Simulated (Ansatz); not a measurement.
C$_{3}$H$_{9}$F$_{2}$NbO$_{3}$, SMILES `C[O][Nb]([F])([F])([O]C)[O]C`. Total charge 0; spin multiplicity 1. Nb: def2 effective core potential. The structure was optimised at the PBE0-D4/def2-TZVP level. It is one conformer, not always the lowest.

```xyz
18

C     1.450   -0.189   -2.350
O     0.624   -0.145   -1.231
Nb    0.462    0.229    0.603
F     2.333    0.507    0.544
F     0.634    0.806    2.405
O    -0.228   -1.437    1.059
C    -0.646   -2.628    0.447
O    -0.855    1.534    0.365
C    -1.499    2.498    1.157
H     1.425   -1.187   -2.798
H     1.110    0.537   -3.094
H     2.480    0.048   -2.062
H    -1.704   -2.795    0.662
H    -0.503   -2.574   -0.637
H    -0.066   -3.464    0.847
H    -1.369    3.484    0.705
H    -2.567    2.270    1.206
H    -1.083    2.504    2.169
```

(1) What is the dipole moment at ωB97M-V/def2-TZVPP? (Best estimate.)

(2) And with PBE, r2SCAN, B3LYP? (Best estimate.)

(3) Give the Mulliken charges with ωB97M-V, r2SCAN, B3LYP in def2-TZVPP. (Best estimate.)

Answers

(1) Ansatz gave: 3.51 D, with components (-2.07, -1.22, -2.57) D in this frame, pointing from negative to positive charge.

(2) The calculation gave: PBE 3.49 D, r2SCAN 3.56 D, B3LYP 3.61 D.

(3) Computed: 
| atom | ωB97M-V | r2SCAN | B3LYP |
| --- | --- | --- | --- |
| C1 | -0.16 | 0.02 | -0.11 |
| O2 | -0.46 | -0.47 | -0.47 |
| Nb3 | 1.59 | 1.60 | 1.63 |
| F4 | -0.40 | -0.41 | -0.42 |
| F5 | -0.41 | -0.41 | -0.42 |
| O6 | -0.47 | -0.48 | -0.49 |
| C7 | -0.16 | 0.02 | -0.11 |
| O8 | -0.47 | -0.48 | -0.49 |
| C9 | -0.17 | 0.02 | -0.11 |
| H10 | 0.11 | 0.05 | 0.10 |
| H11 | 0.12 | 0.06 | 0.11 |
| H12 | 0.13 | 0.07 | 0.12 |
| H13 | 0.13 | 0.07 | 0.11 |
| H14 | 0.11 | 0.06 | 0.10 |
| H15 | 0.13 | 0.07 | 0.11 |
| H16 | 0.12 | 0.06 | 0.11 |
| H17 | 0.12 | 0.06 | 0.10 |
| H18 | 0.13 | 0.08 | 0.12 |

B3LYP here is the variant with VWN-RPA as its local correlation; programs differ in this.
